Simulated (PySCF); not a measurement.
# Two-component Hartree-Fock for B⁻ (boron, charge -1)

Start: [He] 2s2 2p2; 2p1/2 filled at m_j = -1/2, +1/2. Calculated with PySCF 2.14 in x2c-TZVPall-2c with one added diffuse shell each of s, p, d type (6s4p3d1f, 40 functions): generalised Hartree-Fock with the X2C-1e Hamiltonian and a Gaussian nucleus; one run each with spin-orbit coupling (SO) switched off, then screened by Boettger's factors.

```csv
spinor shell,electrons,"ε, spin-free (eV)","ε, screened SO (eV)",weight of nominal j (screened SO),"rms radius, screened SO (bohr)"
1s1/2,2,-213.96,-202.88,1.000,0.379
2s1/2,2,-15.563,-7.117,1.000,2.32
2p1/2,2,0.814,-0.190,1.000,4.00
```

```json
{"quantity": "E (hartree)", "spin-free": "-24.28720", "screened SO": "-24.50044"}
{"quantity": "M_J", "spin-free": "0", "screened SO": "0"}
{"quantity": "⟨J²⟩", "spin-free": "2.000", "screened SO": "0.000"}
{"quantity": "⟨L²⟩", "spin-free": "2.000", "screened SO": "1.333"}
{"quantity": "⟨S²⟩", "spin-free": "2.000", "screened SO": "1.333"}
```

Without spin-orbit coupling the j labels of p, d and f shells carry no meaning; the spin-free column gives the mean over the occupied spinors of each nl shell.
